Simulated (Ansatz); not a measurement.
Input file for Ansatz (a quantum-chemistry and plane-wave program): R-wB97M-V/def2-TZVPP on CH4OSi (SMILES CO[SiH]).

Ansatz 0.2 input:
```yaml
crystal:
  periodic: [false, false, false]
  atoms:
    - {symbol: C, position_ang: [-0.79563944, 0.08492743, 0.21908108]}
    - {symbol: O, position_ang: [0.19615475, -0.93281946, 0.25254749]}
    - {symbol: Si, position_ang: [1.83214637, -0.85267322, 0.11227870]}
    - {symbol: H, position_ang: [-1.34725948, 0.07373305, 1.16028381]}
    - {symbol: H, position_ang: [-1.48949896, -0.12268494, -0.59683722]}
    - {symbol: H, position_ang: [-0.33895083, 1.06730879, 0.07232007]}
    - {symbol: H, position_ang: [1.94304759, 0.68220838, -0.06724696]}
basis:
  gaussian:
    orbitals: def2-TZVPP
hamiltonian:
  xc: {name: wB97M-V}
scf: {lower_state_search: off}
```

Question: Give the final energy of this run.

Answer: -405.1944 hartree.
